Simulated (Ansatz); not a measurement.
This geometry of BF2H3O + H2O (10 atoms, charge 0, multiplicity 1) is a first-order saddle point.

All numbers below come from RKS PBE0-D4/cc-pVDZ in Ansatz 0.2.0.

```xyz
10
Properties=species:S:1:pos:R:3
B -0.509 -0.012 -0.824
H -0.531 -1.163 -0.093
F 0.677 -0.070 -1.539
F -1.666 -0.038 -1.551
H 0.549 0.474 1.033
O -0.427 1.112 0.122
H 0.298 -0.954 0.582
O 1.078 -0.406 1.247
H -1.308 1.408 0.378
H 1.840 -0.351 0.645
```

Task: Which two structures does it join? (They come from a converged band through this point; their orientation in space is the band's.)

Result: Bonds broken: B1–H2, H5–O6, H7–O8. Bonds formed: H2–H7, H5–O8. BF2H3O + H2O becomes BF2HO + H2 + H2O.

Image 0:

```xyz
10
Properties=species:S:1:pos:R:3
B -0.375 -0.112 -1.230
H 0.534 -0.449 -1.957
F -1.452 0.527 -1.802
F -0.789 -1.117 -0.321
H 0.438 0.626 0.649
O 0.232 1.052 -0.254
H -0.032 -0.998 1.334
O 0.541 -0.380 1.831
H -0.495 1.678 -0.115
H 1.398 -0.827 1.866
```

Image 6:

```xyz
10
Properties=species:S:1:pos:R:3
B -0.275 0.476 -1.171
H -0.902 -1.973 0.321
F 0.998 0.192 -1.427
F -1.222 -0.100 -1.909
H 0.729 0.600 1.349
O -0.557 1.368 -0.195
H -0.361 -1.617 0.730
O 1.243 -0.190 1.564
H -1.507 1.487 -0.080
H 1.854 -0.243 0.818
```

Task: How far does it lie above each of them?

Result: 72.7 kJ/mol above the first and 87.7 kJ/mol above the second. This is the barrier of this one path; another mechanism may lie lower. The orbitals stay closed-shell, which can raise the energy where a bond breaks towards radicals; this wasn't checked here.

Time of the run: 3.8 min on 2 threads of AMD EPYC 7B13 (Zen 3), with other jobs on the host, peak memory 0.21 GiB.
